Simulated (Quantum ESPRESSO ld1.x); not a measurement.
Q: The aim is neutral barium in [Xe] 6s2. This ld1.x (Quantum ESPRESSO 7.5) run was made with `OMP_NUM_THREADS=1 ld1.x < ld1.in > ld1.out`. Can the result be used? Name any fault.

```
 &input
    zed=56.0,
    iswitch=1,
    rel=1,
    dft='PZ',
    config='[Xe] 6s2',
    xmin=-2.0,
    prefix='ld1',
    max_out_wfc=37,
    file_charge='ld1.rho',
 /
```

Output (excerpt):

```
     Program LD1 v.7.5 starts

     --------------------------- All-electron run ----------------------------

     scalar relativistic calculation

     atomic number is 56.00
     dft =PZ   lsd =0 sic =0 latt =0  beta=0.20 tr2=1.0E-14
     Exchange-correlation= PZ
                           (   1   1   0   0   0   0   0)
     mesh =1329 r(mesh) =  99.34993 a.u. xmin = -2.00 dx = 0.00800
     1 Ry =  13.60569312 eV, c = 137.03599908

     n l     nl                  e(Ry)          e(Ha)          e(eV)
     1 0     1S 1( 2.00)     -2602.7022     -1301.3511    -35411.5676
     2 0     2S 1( 2.00)      -415.7062      -207.8531     -5655.9713
     2 1     2P 1( 6.00)      -389.0134      -194.5067     -5292.7969
     3 0     3S 1( 2.00)       -87.8966       -43.9483     -1195.8946
     3 1     3P 1( 6.00)       -77.2808       -38.6404     -1051.4585
     4 0     4S 1( 2.00)       -17.1460        -8.5730      -233.2829
     4 1     4P 1( 6.00)       -13.3660        -6.6830      -181.8535
     3 2     3D 1(10.00)       -56.4718       -28.2359      -768.3383
     5 0     5S 1( 2.00)        -2.3789        -1.1895       -32.3666
     5 1     5P 1( 6.00)        -1.4115        -0.7057       -19.2042
     4 2     4D 1(10.00)        -6.6602        -3.3301       -90.6160
     6 0     6S 1( 2.00)        -0.2415        -0.1208        -3.2862

     final scf error:  6.7E-15 reached in  25 iterations

     Etot =  -15939.962598 Ry,   -7969.981299 Ha, -216874.239499 eV

     Ekin =   16456.680497 Ry,    8228.340249 Ha,  223904.544668 eV
     Encl =  -38311.855474 Ry,  -19155.927737 Ha, -521259.348552 eV
     Eh   =    6293.834920 Ry,    3146.917460 Ha,   85631.986490 eV
     Exc  =    -378.622541 Ry,    -189.311271 Ha,   -5151.422105 eV
```

A: No (silently wrong). The line at issue: xmin=-2.0. The mesh starts too far from the nucleus; the run ends without a warning, but the energy is off by +159.3 hartree against the default mesh. The sound input gives -8129.312 hartree.
